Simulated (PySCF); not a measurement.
H5Mo, SMILES [MoH5+] (connectivity only; charge and spin as stated), charge +1, multiplicity 1.

Coordinates come from a B3LYP-D3(BJ)/def2-TZVPD optimisation. A frequency run showed that this geometry is not a minimum. The spin state was assumed, not searched. The def2 effective core potentials stand for the cores of Mo; spin–orbit coupling is left out.

These are PySCF 2.14.0 with TDA-PBE/def2-TZVPD values and carry that method's errors.

Vertical excitations; the highest root listed may be one member of a degenerate set. Isolated molecule, no solvent. State labels are in the subgroup C2v.

```
state  symmetry  energy (eV)  λ (nm)      f                            main pairs
-----  --------  -----------  ------  -----  ------------------------------------
S1           A2         2.64     469  0.000                     HOMO−1→LUMO 100 %
S2           A1         2.71     458  0.000                        HOMO→LUMO 99 %
S3           B1         3.03     409  0.002          HOMO−3→LUMO (degenerate set)
S4           B2         3.03     409  0.002          HOMO−2→LUMO (degenerate set)
S5           A1         3.91     317  0.000                      HOMO−4→LUMO 99 %
S6           B2         5.04     246  0.001        HOMO−2→LUMO+1 (degenerate set)
S7           B1         5.04     246  0.001        HOMO−3→LUMO+1 (degenerate set)
S8           A2         5.05     245  0.000                    HOMO−1→LUMO+1 98 %
S9           A1         5.34     232  0.010  HOMO→LUMO+1 72 %, HOMO−4→LUMO+1 21 %
S10          B2         5.61     221  0.003  HOMO→LUMO+3 73 %, HOMO−1→LUMO+2 17 %
T1           A1         2.04     608      0                       HOMO→LUMO 100 %
T2           A2         2.13     583      0                     HOMO−1→LUMO 100 %
T3           B1         2.32     534      0          HOMO−3→LUMO (degenerate set)
T4           B2         2.32     534      0          HOMO−2→LUMO (degenerate set)
```
Triplets are in the Tamm–Dancoff approximation.
